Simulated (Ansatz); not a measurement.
Ge(eta1-allyl)H3 (C3H8Ge). The state is a singlet with charge 0. Geometry r2SCAN-D4/def2-SVP.

```xyz
12

C    -0.026    0.651    0.531
C    -0.442    0.522   -0.897
C    -1.608    0.020   -1.327
Ge    1.343   -0.689    1.011
H     0.416    1.641    0.733
H    -0.881    0.517    1.213
H     0.297    0.843   -1.645
H    -2.379   -0.317   -0.624
H    -1.831   -0.065   -2.394
H     2.538   -0.571    0.050
H     0.742   -2.098    0.895
H     1.831   -0.454    2.452
```

Another isomer (singlet) lies 0.17 eV lower at PBE0-D4/def2-TZVP; other spin states weren't run for this one.

(1) Estimate the orbital energies around the gap (eV) in Ansatz with HF/STO-3G, PBE-D4/def2-TZVP, r2SCAN-D4/def2-TZVP, B97M-V/def2-TZVP, PBE0-D4/def2-SVP.

Answers

(1) 
| orbital | HF/STO-3G | PBE-D4/def2-TZVP | r2SCAN-D4/def2-TZVP | B97M-V/def2-TZVP | PBE0-D4/def2-SVP |
| --- | --- | --- | --- | --- | --- |
| HOMO−13 | -17.97 | -29.40 | -30.19 | -30.87 | -33.36 |
| HOMO−12 | -17.93 | -29.40 | -30.19 | -30.87 | -33.36 |
| HOMO−11 | -17.92 | -19.52 | -20.59 | -20.99 | -21.90 |
| HOMO−10 | -17.85 | -16.91 | -17.81 | -18.14 | -19.04 |
| HOMO−9 | -17.84 | -13.78 | -14.43 | -14.60 | -15.58 |
| HOMO−8 | -17.43 | -13.17 | -13.71 | -13.71 | -14.89 |
| HOMO−7 | -15.94 | -11.45 | -11.91 | -12.00 | -13.09 |
| HOMO−6 | -14.55 | -10.46 | -10.87 | -10.99 | -12.04 |
| HOMO−5 | -13.30 | -9.53 | -9.90 | -10.02 | -11.00 |
| HOMO−4 | -12.15 | -8.59 | -8.94 | -9.05 | -9.98 |
| HOMO−3 | -11.08 | -8.22 | -8.53 | -8.60 | -9.53 |
| HOMO−2 | -10.99 | -8.02 | -8.36 | -8.44 | -9.29 |
| HOMO−1 | -10.94 | -7.99 | -8.33 | -8.41 | -9.26 |
| HOMO | -7.60 | -6.01 | -6.19 | -6.22 | -7.03 |
| LUMO | 8.67 | -0.93 | -0.69 | -0.68 | 0.27 |
| LUMO+1 | 13.29 | 0.07 | 0.56 | 0.18 | 1.26 |
| LUMO+2 | 13.90 | 0.62 | 1.09 | 0.78 | 2.05 |
| LUMO+3 | 13.94 | 1.00 | 1.40 | 1.18 | 2.17 |
| LUMO+4 | 14.14 | 1.19 | 1.67 | 1.36 | 2.60 |
| LUMO+5 | 16.74 | 1.36 | 2.12 | 1.54 | 2.71 |
